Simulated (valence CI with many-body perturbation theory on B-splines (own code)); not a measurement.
# Level structure of Sb

Method: relativistic CI+MBPT: five valence electrons over a frozen Dirac-Fock core [Kr] 4d10, radial functions for each j: 9 s, 9 p, 8 d, 6 f, 3 g, 1 h, with the one-electron correlation potential Σ1, the two-electron term Σ2, the three-electron term Σ3, Breit, model QED; selected CI, second order for the rest, scaled by the run's own slope (own B-spline code, finite nucleus).

Against 19 measured levels this calculation errs by 60 cm⁻¹ on average and by 198 at most. These come from a selection out of the NIST Handbook of Basic Atomic Spectroscopic Data. Levels without a partner in it may be off by more. Among the levels kept, up to 1600 cm⁻¹ of a level comes from second order outside the variational space, and about a tenth of that is noise between levels of different J, which matters for small intervals.

Levels 46 to 61 of 61, with energies above the lowest level, (5s^2 5p1/2 5p3/2^2) J=3/2 [a]. "Leading %" is the weight of the configuration and term that name the level; weights of strongly mixed levels are sums over their largest components and can fall short. In the jj column 3d3/2^4 stands for four electrons in 3d with j = 3/2. Lifetimes count E1, E2, E3, M1 and M2 decay at the calculated energies, and are blank where another channel may lead or the interval is too uncertain; long ones can be off by a factor of two.

```tsv
No.	Configuration	Term	J	E (cm⁻¹)	Leading %	Lifetime	g	Leading jj
46	5s2.5p2.5d	2F	7/2	61057	55	3.53 ns	1.187	5s^2 5p1/2 5p3/2 5d5/2 (38 %)
47	5s2.5p2.7s	2P	1/2	61141	57	8.15 ns	1.084	5s^2 5p1/2 5p3/2 7s (75 %)
48	5s2.5p2.5d	2D	5/2	61520	34	4.46 ns	1.291	5s^2 5p1/2 5p3/2 5d5/2 (36 %)
49	5s2.5p2.5d	2D	3/2	61770	40	5.65 ns	0.846	5s^2 5p1/2 5p3/2 5d5/2 (30 %)
50	4f.5s2.5p2	2G°	7/2	62331	22	57.0 ns	1.143	4f7/2 5s^2 5p1/2^2 (78 %)
51	4f.5s2.5p2	4G°	5/2	62339	37	55.4 ns	0.857	4f5/2 5s^2 5p1/2^2 (79 %)
52	5s2.5p2.6d	4F	5/2	62372	21	4.33 ns	1.288	5s^2 5p1/2^2 6d5/2 (22 %)
53	5s2.5p2.8s	4P	1/2	62767	57	34.3 ns	2.020	5s^2 5p1/2^2 8s (77 %)
54	5s2.5p2.6d	4F	3/2	63077	22	7.37 ns	1.236	5s^2 5p1/2 5p3/2 6d3/2 (39 %)
55	5s2.5p2.7p	2S°	1/2	63321	33	276 ns	1.464	5s^2 5p1/2 5p3/2 7p1/2 (82 %)
56	5s2.5p2.7s	4P	5/2	63333	76	11.2 ns	1.538	5s^2 5p1/2 5p3/2 7s (65 %)
57	5s2.5p2.7p	4D°	3/2	63511	46	211 ns	1.353	5s^2 5p1/2 5p3/2 7p1/2 (78 %)
58	5s2.5p2.7p	4D°	5/2	63516	50	156 ns	1.387	5s^2 5p1/2 5p3/2 7p3/2 (84 %)
59	5s2.5p2.7s	2P	3/2	63528	59	10.5 ns	1.291	5s^2 5p1/2 5p3/2 7s (64 %)
60	5s2.5p2.7p	2D°	3/2	63619	44	143 ns	1.215	5s^2 5p1/2 5p3/2 7p3/2 (72 %)
61	5s2.5p2.6d	4D	1/2	63683	24	9.72 ns	1.582	5s^2 5p1/2 5p3/2 6d3/2 (48 %)
```

Where two levels of one J and parity lie close, their mixing, g and order are uncertain.
